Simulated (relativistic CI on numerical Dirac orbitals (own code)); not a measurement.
## Radial parameters of Sc XVI

Method of calculation: Dirac-Coulomb-Breit CI, orbitals from a KLI potential per configuration, model QED (radiative potential, 1s self-energy scaled to tabulated hydrogen-like ionisation energies), unscaled Slater integrals (own radial code, finite nucleus).

Slater integrals F^k, G^k are unscaled and averaged over j, outside the closed core 1s2; ζ comes from projecting the Hamiltonian with its Breit term on Σ l·s of the shell.

- 2s2 2p2: F^2(2p,2p) = 348130, ζ(2p) = 29519 cm⁻¹; <r>(2p) = 0.2737, <r^2>(2p) = 0.09077 (bohr units).
- 2s 2p3: F^2(2p,2p) = 346950, G^1(2s,2p) = 379940, ζ(2p) = 29153 cm⁻¹; <r>(2s) = 0.3158, <r^2>(2s) = 0.1168, <r>(2p) = 0.2746, <r^2>(2p) = 0.09138 (bohr units).
- 2p4: F^2(2p,2p) = 345100, ζ(2p) = 28806 cm⁻¹; <r>(2p) = 0.2759, <r^2>(2p) = 0.09232 (bohr units).

Averages of the first 10 configurations, taken without configuration mixing, which lowers the lowest level and can move excited configurations by several eV; other configurations of the list can lie among them:

| Configuration | Parity | States | Average energy above the lowest level (eV) |
| --- | --- | --- | --- |
| 2s2 2p2 | even | 15 | 12.1 |
| 2s 2p3 | odd | 40 | 76.1 |
| 2p4 | even | 15 | 155.0 |
| 2p3 3s | odd | 40 | 702.6 |
| 2p3 3p | even | 120 | 720.8 |
| 2p3 3d | odd | 200 | 740.2 |
| 2s2 2p 3s | odd | 12 | 579.1 |
| 2s2 2p 3p | even | 36 | 599.6 |
| 2s2 2p 3d | odd | 60 | 619.3 |
| 2s 2p2 3s | even | 60 | 633.2 |
